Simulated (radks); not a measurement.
Results of a calculation; reference values are marked as such.
Neutral potassium inside a hard spherical wall (all orbitals vanish at R), configuration held at [Ar] 4s1 and not refilled when levels cross. Code: a radial shooting solver on a logarithmic mesh with Libxc functionals. Model: non-relativistic Kohn-Sham, PBEsol, spin-polarised, spherical densities, point nucleus; open shells are filled with parallel spins first. Eigenvalues in eV for spin up, with the zero of energy where the potential of the charges vanishes at infinity; a dash marks a level that is unbound or too diffuse for the functional's potential to be trusted. A positive occupied level is held by the wall or, in an anion where self-interaction has pushed it up, behind a barrier. The pressure on the wall is -dE/dV.

| R (bohr) | E (hartree) | kinetic (hartree) | e(2p) | e(3s) | e(3p) | e(4s) | e(4p, empty) | e(5s, empty) | pressure (GPa) |
|---|---|---|---|---|---|---|---|---|---|
| free | -598.91670 | 598.192 | -279.62 | -34.886 | -18.768 | -2.534 | -0.956 | - | 0 |
| 20 | -598.91670 | 598.192 | -279.62 | -34.886 | -18.767 | -2.534 | -0.953 | 0.059 | < 0.0001 |
| 15 | -598.91661 | 598.193 | -279.60 | -34.872 | -18.753 | -2.525 | -0.913 | 0.583 | 0.000766 |
| 8 | -598.89789 | 598.280 | -278.79 | -34.086 | -17.985 | -1.704 | 0.672 | 7.525 | 0.501 |
| 6 | -598.83333 | 598.492 | -277.60 | -32.998 | -16.940 | 0.494 | 4.062 | 18.605 | 4.23 |
| 5 | -598.72699 | 598.823 | -276.35 | -31.944 | -15.935 | 3.749 | 8.567 | 31.881 | 15.6 |
| 4 | -598.41619 | 599.849 | -273.34 | -29.726 | -13.741 | 12.161 | 19.123 | 60.313 | 79.7 |
| 2.5 | -594.98507 | 611.162 | -249.73 | -13.746 | 3.679 | 75.764 | 87.726 | 220.17 | 2540 |
